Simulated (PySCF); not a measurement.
Two-component Hartree-Fock for Os⁶⁴⁺ (osmium, charge +64)

Start: [Ne] 3s2. Calculated with PySCF 2.14 in an even-tempered Gaussian basis (17 s from 21 bohr⁻², ratio 2.4; 14 p from 28 bohr⁻², ratio 2.4; 4 d from 89 bohr⁻², ratio 2.6; 4 f from 130 bohr⁻², ratio 2.6): generalised Hartree-Fock with the X2C-1e Hamiltonian and a Gaussian nucleus; one run each with spin-orbit coupling (SO) switched off, then screened by Boettger's factors.

```csv
spinor shell,electrons,"ε, spin-free (eV)","ε, screened SO (eV)",weight of nominal j (screened SO),"rms radius, screened SO (bohr)"
1s1/2,2,-79846.6,-79828.3,1.000,0.0200
2s1/2,2,-18330.8,-18326.3,1.000,0.0796
2p1/2,2,-16675.8,-17808.9,1.000,0.0675
3s1/2,2,-7475.3,-7474.5,1.000,0.190
```

Question: Where does 2p3/2 lie, and what is the 2p spin-orbit splitting (screened SO)?

Answer: At -16226.3 eV, 1582.6 eV above 2p1/2.

```tsv
quantity	spin-free	screened SO
E (hartree)	-12281.34874	-12299.30040
M_J	0	0
⟨J²⟩	0.000	0.000
⟨L²⟩	0.000	0.039
⟨S²⟩	0.000	0.039
```

Breit and QED terms are absent; they matter most for the inner s and p1/2 levels.

Densities and radii are taken from the X2C orbitals without a picture-change correction, which distorts them close to the nucleus.

Without spin-orbit coupling the j labels of p, d and f shells carry no meaning; the spin-free column gives the mean over the occupied spinors of each nl shell.
